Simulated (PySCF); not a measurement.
Au(64+): ionisation energy

Au(64+) [Ne] 3s2 3p3 (4S) → Au(65+) [Ne] 3s2 3p2 (3P), as a difference of total energies. Calculation: PySCF 2.14, in an even-tempered Gaussian basis (17 s from 19 bohr⁻², ratio 2.5; 12 p from 25 bohr⁻², ratio 2.5; 4 d from 95 bohr⁻², ratio 2.7; 4 f from 140 bohr⁻², ratio 2.7); scalar relativity by spin-free X2C-1e. Correlated levels: outer shells: 1s2 frozen; virtual orbitals above 40 to 60 times the deepest correlated orbital energy dropped. The calculations carry no spin-orbit coupling.

```json
{"method": "UHF", "ionisation energy (eV)": "7304.2"}
{"method": "MP2 (outer shells)", "ionisation energy (eV)": "7304.9"}
{"method": "SCS-MP2 (outer shells)", "ionisation energy (eV)": "7304.6"}
{"method": "CCSD (outer shells)", "ionisation energy (eV)": "7304.8"}
{"method": "CCSD(T) (outer shells)", "ionisation energy (eV)": "7304.8"}
```

Spin-orbit coupling is strong in these open shells (close to jj coupling). The scalar numbers leave it out and a first-order estimate fails, so it can dominate the gap to the real levels.

The ground level that NIST lists for one species does not belong to the high-spin term computed here, so part of any gap is the choice of state.

Breit and QED terms and the two-electron picture change are absent.

For comparison: 7130 ± 24 eV (theoretical estimate listed by NIST; NIST Atomic Spectra Database, ionization energies).
